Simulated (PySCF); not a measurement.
ClO₂Ta, multiplicity 1. Atoms are numbered in the order given.

```xyz
4

Ta     0.2647    -0.1746     0.0000
O      0.9506     0.6135     1.3725
O      0.9506     0.6135    -1.3725
Cl    -2.0315     0.1725     0.0000
```

Geometry: PBE0-D3(BJ)/def2-SVP. The spin state was assumed, not searched. The def2 effective core potentials stand for the cores of Ta; spin–orbit coupling is left out.

All values below come from PySCF with TDDFT-PBE0/def2-SVPD.

Vertical excitations. The molecule is in vacuum. State labels are in the subgroup Cs.

| state | symmetry | energy (eV) | λ (nm) | f | main pairs |
|---|---|---|---|---|---|
| S1 | A" | 2.90 | 428 | 0.001 | HOMO→LUMO 99 % |
| S2 | A' | 3.79 | 327 | 0.006 | HOMO−1→LUMO 96 % |
| S3 | A" | 3.95 | 314 | 0.005 | HOMO−2→LUMO 98 % |
| S4 | A' | 4.24 | 292 | 0.005 | HOMO−3→LUMO 95 % |
| S5 | A" | 4.64 | 267 | 0.003 | HOMO→LUMO+1 96 % |
| S6 | A" | 4.96 | 250 | 0.012 | HOMO−5→LUMO 94 % |
| S7 | A' | 5.00 | 248 | 0.012 | HOMO−4→LUMO 93 % |
| S8 | A' | 5.32 | 233 | 0.000 | HOMO→LUMO+2 70 %, HOMO−7→LUMO 18 % |
| S9 | A" | 5.35 | 232 | 0.000 | HOMO−6→LUMO 94 % |
| S10 | A' | 5.42 | 229 | 0.001 | HOMO−7→LUMO 63 %, HOMO−1→LUMO+1 20 %, HOMO→LUMO+2 10 % |
| T1 | A" | 2.81 | 441 | 0 | HOMO→LUMO 99 % |
| T2 | A' | 3.58 | 346 | 0 | HOMO−1→LUMO 89 % |
| T3 | A" | 3.77 | 329 | 0 | HOMO−2→LUMO 92 % |
| T4 | A' | 3.85 | 322 | 0 | HOMO−3→LUMO 91 % |
Triplets are in the Tamm–Dancoff approximation, which puts them higher than full response would, so one can lie above its singlet here.
